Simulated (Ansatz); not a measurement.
Consider the formal exchange of groups at a B–C bond: `BCC=O` + `C[SiH2][GaH][Cl]` → `[BH2][GaH][SiH2]C` + `O=CCCl`.

Gas-phase electronic energies from Ansatz, PBE0-D4/def2-TZVP geometries. CCSD(T)/CBS is the MP2 limit (def2-TZVPP, def2-QZVPP) plus CCSD(T) − MP2 in def2-TZVPP, frozen cores. DFT in def2-TZVPP. For Ga outer-core shells are correlated without core-valence functions, which leaves a few kJ/mol of doubt a bond. Scalar relativity is left out up to krypton. One conformer a species, not always the lowest.

```tsv
level	ΔE (kJ/mol)
LDA (SPW92)	221.9
r2SCAN0-D4	236.3
```

Q: What does CCSD(T)/CBS give? (Estimate.)

A: Computed: +225.3 kJ/mol. The listed levels differ from it by -3.4, 11.0 kJ/mol.

Largest T1 diagnostic among the species: 0.014.

In def2-TZVPP, CCSD(T) changes the Hartree–Fock value by −22.5 kJ/mol (the triples alone add −2.0 kJ/mol) and MP2 by −12.9 kJ/mol. From BLYP to BHLYP (50 % exact exchange), in def2-TZVPP and without D4, ΔE moves by +16.6 kJ/mol.
